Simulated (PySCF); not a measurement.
MOBr across group 4

Level: PBE0, basis family def2-TZVP, scalar-relativistic core potentials from Rb on and no relativity for lighter atoms.

Each entry is the lowest minimum that a search over a few typed start shapes (and spin states, where more than one is plausible) found, or that minimum re-optimised at the stated level; isomers with ligand–ligand bonds, or fragments after loss of a ligand pair, can lie lower. Open shells are unrestricted; no spin–orbit coupling; PySCF with density fitting.

```json
{"molecule": "TiOBr", "2S+1": "2", "point group": "Cs", "mean bond to the central atom (Å)": "2.026", "distinct angles (°)": "133", "highest ω (cm⁻¹)": "1066", "lowest ω (cm⁻¹)": "95"}
{"molecule": "ZrOBr", "2S+1": "?", "point group": "?", "mean bond to the central atom (Å)": "?", "distinct angles (°)": "?", "highest ω (cm⁻¹)": "?", "lowest ω (cm⁻¹)": "?"}
{"molecule": "HfOBr", "2S+1": "2", "point group": "Cs", "mean bond to the central atom (Å)": "2.123", "distinct angles (°)": "111", "highest ω (cm⁻¹)": "966", "lowest ω (cm⁻¹)": "152"}
```

Fill in the row of ZrOBr.

2S+1: 2; point group: Cs; mean bond to the central atom (Å): 2.115; distinct angles (°): 110; highest ω (cm⁻¹): 991; lowest ω (cm⁻¹): 159.

Spin–orbit coupling can matter for HfOBr.

Left out of the table are members whose search was unfinished or whose lowest solution was spin-contaminated, unstable, very soft or bonded differently.
